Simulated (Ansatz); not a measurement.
A nudged elastic band was laid between two geometries of CH$_{3}$BClO (7 atoms, charge 0, multiplicity 2).

Computed with UKS B3LYP/def2-SVP (Ansatz 0.2.0).

```
movable images  : 7
climbing image  : yes
spring          : 5.0 eV/Å²
optimiser       : quadratic models (default)
start path      : through a guess of the saddle point
force threshold : 0.05 eV/Å
iteration limit : 60
end points      : relaxed
```

Image 0:

```xyz
7
Properties=species:S:1:pos:R:3
C 0.186 0.789 0.003
O -0.537 -0.151 -0.793
B -0.687 -1.449 -0.598
Cl -0.003 -2.380 0.751
H 0.642 0.303 0.879
H -0.509 1.575 0.332
H 0.970 1.245 -0.620
```

Image 8:

```xyz
7
Properties=species:S:1:pos:R:3
C -0.206 1.233 -0.288
O -0.607 -0.049 -0.124
B 0.189 -1.080 0.235
Cl -0.544 -2.673 0.393
H 1.365 -0.933 0.444
H -0.979 1.940 -0.582
H 0.842 1.494 -0.124
```

**Question.** Which bonds break or form, and what moves?

**Answer.** Bonds broken: C1–H5. Bonds formed: B3–H5.

**Question.** Give the energies along the band, and the barrier.

**Answer.** It converged. The highest image is number 4 of 0 to 8, 36.2 kcal/mol above the first end and 42.5 kcal/mol above the last; the last end lies 6.3 kcal/mol below the first. A vibrational analysis at the climbing image gives one clearly imaginary mode, 1233i cm⁻¹: a first-order saddle point.

```csv
image,path coordinate (Å),energy (kcal/mol),C1–H5 (Å),B3–H5 (Å)
0,0.00,0.0,1.10,2.65
1,0.58,0.1,1.10,2.67
2,1.15,2.4,1.10,2.58
3,1.73,17.7,1.12,1.99
4,2.31,36.2,1.43,1.35
5,3.03,10.9,2.27,1.20
6,3.75,0.1,2.66,1.20
7,4.47,-4.7,2.78,1.20
8,5.18,-6.3,2.77,1.20
```

**Question.** What is the geometry of the highest image?

**Answer.** 
```xyz
7
Properties=species:S:1:pos:R:3
C 0.033 0.789 -0.156
O -0.611 -0.153 -0.967
B 0.102 -1.030 -0.167
Cl -0.635 -2.199 0.952
H 1.017 -0.154 0.285
H -0.553 1.195 0.680
H 0.708 1.484 -0.673
```

**Question.** What are the harmonic wavenumbers there?

**Answer.** 1233i, 159, 350, 552, 704, 760, 938, 1060, 1139, 1201, 1268, 1477, 2093, 3077, 3197 cm⁻¹.

The band took 16 iterations and roughly 4 core-minutes.

Run time: 2.1 min on 2 threads of Intel(R) Xeon(R) Platinum 8488C (Sapphire Rapids), on a shared host, peak memory 0.23 GiB.
